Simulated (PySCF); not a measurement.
B3LYP has the VWN-RPA correlation part, as in Gaussian. 

Cartesian coordinates (Å):
```xyz
11

B      1.6212    -0.5221    -0.0020
B      0.0939     0.0670     0.0561
B     -0.1585     1.6482     0.4013
C     -1.1393    -0.8858    -0.2702
H      2.2584    -0.5429    -1.0136
H      2.1583    -0.9542     0.9754
H     -0.2838     2.0271     1.5288
H     -0.2224     2.4838    -0.4517
H     -0.9599    -1.9437    -0.0746
H     -2.0761    -0.5899     0.2039
H     -1.2919    -0.7875    -1.3534
```
Charge 0, multiplicity 1.

Q: Estimate the HOMO, LUMO and total energy that B3LYP-D3(BJ)/def2-TZVP (PySCF) returns for this input.

A: 
| Quantity | Result |
|---|---|
| HOMO | -7.43 eV |
| LUMO | -2.31 eV |
| total energy | -116.8606 Ha |
